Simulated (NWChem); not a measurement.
System: C$_{2}$H$_{5}$BFNO; SMILES C(B(N)O)(=C)F

Input file for NWChem:

```
start job
memory heap 200 mb stack 900 mb global 1100 mb
geometry units angstroms noautosym nocenter noautoz
  C      1.273243    -1.489743     0.003114
  C      0.138032    -0.791860     0.000381
  F     -1.042975    -1.454267    -0.001392
  B     -0.007190     0.778599    -0.000012
  N     -1.304905     1.316007     0.002728
  O      1.148711     1.509793    -0.002610
  H      1.276152    -2.582782     0.003869
  H      2.221913    -0.951339     0.004489
  H     -2.106366     0.699040     0.004293
  H     -1.536956     2.299174     0.002890
  H      1.011275     2.460455    -0.002199
end
basis spherical
  C library sto-3g
  F library sto-3g
  B library sto-3g
  N library sto-3g
  O library sto-3g
  H library sto-3g
end
dft
  xc hfexch
  iterations 150
end
property
  shielding
end
task dft property
```

NWChem printed, in part:

```
             Northwest Computational Chemistry Package (NWChem) 7.3.0
             --------------------------------------------------------

                             Geometry "geometry" -> ""
                             -------------------------

 Output coordinates in angstroms (scale by  1.889725989 to convert to a.u.)

  No.       Tag          Charge          X              Y              Z
 ---- ---------------- ---------- -------------- -------------- --------------
    1 C                    6.0000     1.27324300    -1.48974300     0.00311400
    2 C                    6.0000     0.13803200    -0.79186000     0.00038100
    3 F                    9.0000    -1.04297500    -1.45426700    -0.00139200
    4 B                    5.0000    -0.00719000     0.77859900    -0.00001200
    5 N                    7.0000    -1.30490500     1.31600700     0.00272800
    6 O                    8.0000     1.14871100     1.50979300    -0.00261000
    7 H                    1.0000     1.27615200    -2.58278200     0.00386900
    8 H                    1.0000     2.22191300    -0.95133900     0.00448900
    9 H                    1.0000    -2.10636600     0.69904000     0.00429300
   10 H                    1.0000    -1.53695600     2.29917400     0.00289000
   11 H                    1.0000     1.01127500     2.46045500    -0.00219900

 Effective nuclear repulsion energy (a.u.)     218.7740158155

  xc_inp: hfexch multiplicative factor not found.
                              NWChem Property Module
                              ----------------------

  itol2e modified to match energy
  convergence criterion.

                                 NWChem DFT Module
                                 -----------------

 Summary of "ao basis" -> "ao basis" (spherical)
 ------------------------------------------------------------------------------
       Tag                 Description            Shells   Functions and Types
 ---------------- ------------------------------  ------  ---------------------
 C                           sto-3g                  3        5   2s1p
 F                           sto-3g                  3        5   2s1p
 B                           sto-3g                  3        5   2s1p
 N                           sto-3g                  3        5   2s1p
 O                           sto-3g                  3        5   2s1p
 H                           sto-3g                  1        1   1s

  itol2e modified to match energy
  convergence criterion.

            General Information
            -------------------
          SCF calculation type: DFT
          Wavefunction type:  closed shell.
          No. of atoms     :    11
          No. of electrons :    46
           Alpha electrons :    23
            Beta electrons :    23
          Charge           :     0
          Spin multiplicity:     1
          Use of symmetry is: off; symmetry adaption is: off
          Maximum number of iterations: 150
          AO basis - number of functions:    35
                     number of shells:    23
          Convergence on energy requested:  1.00D-07
          Convergence on density requested:  1.00D-05
          Convergence on gradient requested:  5.00D-04

              XC Information
              --------------
                     Hartree-Fock (Exact) Exchange  1.000

      Superposition of Atomic Density Guess
      -------------------------------------

 Sum of atomic energies:        -326.24261781

      Non-variational initial energy
      ------------------------------

 Total energy =    -327.404784
 1-e energy   =    -887.875541
 2-e energy   =     341.696742
 HOMO         =      -0.096854
 LUMO         =       0.223695

[...]

          -----------------------------------------
          Chemical Shielding Tensors (GIAO, in ppm)
          -----------------------------------------

                                NWChem CPHF Module
                                ------------------

  scftype          =     RHF
  nclosed          =       23
  nopen            =        0
  variables        =      276
  # of vectors     =        3
  tolerance        = 0.10D-03
  level shift      = 0.00D+00
  max iterations   =       50
  max subspace     =       30

 SCF residual:    8.3648042402156828E-005

Iterative solution of linear equations
  No. of variables      276
  No. of equations        3
  Maximum subspace       30
        Iterations       50
       Convergence  1.0D-04

   iter   nsub   residual    time
   ----  ------  --------  ---------
     1      3    1.65D+00       6.1
     2      6    1.55D-01       6.7
     3      9    3.83D-02       7.3
     4     12    5.49D-03       7.9
     5     15    1.28D-03       8.5
     6     18    2.02D-04       9.1
     7     21    3.43D-05       9.6

      Atom:    1  C
        Diamagnetic
    263.4214     -5.3302      0.0495
     -5.3302    260.1233     -0.0242
      0.0495     -0.0242    238.9445

        Paramagnetic
   -149.5809    -64.1502     -0.2422
    -64.1502   -197.5201     -0.0087
     -0.2422     -0.0087    -15.1500

        Total Shielding Tensor
    113.8405    -69.4804     -0.1927
    -69.4804     62.6032     -0.0329
     -0.1927     -0.0329    223.7946

           isotropic =     133.4128
          anisotropy =     135.5733

          Principal Components and Axis System
                 1           2           3
              223.7950    162.2745     14.1688

      1        -0.0022      0.8203      0.5719
      2         0.0008     -0.5719      0.8204
      3         1.0000      0.0023      0.0007

      Atom:    2  C
        Diamagnetic
    262.9686     -3.3105      0.0437
     -3.3105    266.3678     -0.0157
      0.0437     -0.0157    237.8566

        Paramagnetic
   -176.4733    -47.2034     -0.2114
    -47.2034   -228.3806     -0.0098
     -0.2114     -0.0098    -55.0588

        Total Shielding Tensor
     86.4953    -50.5139     -0.1677
    -50.5139     37.9873     -0.0255
     -0.1677     -0.0255    182.7977

           isotropic =     102.4268
          anisotropy =     120.5569

          Principal Components and Axis System
                 1           2           3
              182.7980    118.2759      6.2063

      1        -0.0020      0.8464      0.5325
      2         0.0005     -0.5325      0.8464
      3         1.0000      0.0020      0.0006

      Atom:    3  F
        Diamagnetic
    475.7220     19.0388      0.0540
     19.0388    453.6128      0.0334
      0.0540      0.0334    439.2540

        Paramagnetic
   -123.2287     -6.8270     -0.4178
     -6.8270   -135.1147      0.1319
     -0.4178      0.1319     99.1765

        Total Shielding Tensor
    352.4933     12.2118     -0.3638
     12.2118    318.4981      0.1652
     -0.3638      0.1652    538.4306

           isotropic =     403.1406
          anisotropy =     202.9361

          Principal Components and Axis System
                 1           2           3
              538.4314    356.4248    314.5658

      1        -0.0019      0.9519     -0.3065
      2         0.0006      0.3065      0.9519
      3         1.0000      0.0016     -0.0012

      Atom:    4  B
        Diamagnetic
    205.6008     -1.1194     -0.0371
     -1.1194    207.6591     -0.0050
     -0.0371     -0.0050    184.8802

        Paramagnetic
    -98.1615      2.5352      0.1135
      2.5352   -120.8004      0.0138
      0.1135      0.0138    -46.1172

        Total Shielding Tensor
    107.4393      1.4158      0.0764
      1.4158     86.8586      0.0088
      0.0764      0.0088    138.7630

           isotropic =     111.0203
          anisotropy =      41.6143

          Principal Components and Axis System
                 1           2           3
              138.7631    107.5361     86.7617

      1         0.0024      0.9977     -0.0683
      2         0.0002      0.0683      0.9977
      3         1.0000     -0.0025     -0.0001

      Atom:    5  N
        Diamagnetic
    325.9129     -4.6395     -0.0688
     -4.6395    321.0694      0.0064
     -0.0688      0.0064    291.8143

        Paramagnetic
    -30.4728    -13.9473      0.0870
    -13.9473    -53.2656      0.0498
      0.0870      0.0498      5.2597

        Total Shielding Tensor
    295.4401    -18.5868      0.0182
    -18.5868    267.8039      0.0563
      0.0182      0.0563    297.0740

           isotropic =     286.7726
          anisotropy =      27.0148

          Principal Components and Axis System
                 1           2           3
              304.7825    297.0741    258.4614

      1         0.8935      0.0017      0.4491
      2        -0.4491      0.0008      0.8935
      3        -0.0012      1.0000     -0.0015

      Atom:    6  O
        Diamagnetic
    382.9730     12.3959     -0.0593
     12.3959    392.9881     -0.0308
     -0.0593     -0.0308    356.1046

        Paramagnetic
    -61.5350    -11.3734      0.2712
    -11.3734   -119.5313      0.0650
      0.2712      0.0650     60.8578

        Total Shielding Tensor
    321.4380      1.0225      0.2119
      1.0225    273.4568      0.0342
      0.2119      0.0342    416.9624

           isotropic =     337.2857
          anisotropy =     119.5158

          Principal Components and Axis System
                 1           2           3
              416.9629    321.4593    273.4350

      1         0.0022      0.9998     -0.0213
      2         0.0003      0.0213      0.9998
      3         1.0000     -0.0022     -0.0002

      Atom:    7  H
        Diamagnetic
     27.6838     -2.7385      0.0089
     -2.7385     42.0556     -0.0173
      0.0089     -0.0173     23.7999

[...]
```

Level: Hartree-Fock/STO-3G, GIAO. STO-3G and 3-21G are far too small for this property and stand as cheap habits. The geometry was optimised at PBE0/def2-SVP. The printed shielding anisotropy is the first printed principal value minus the mean of the other two.
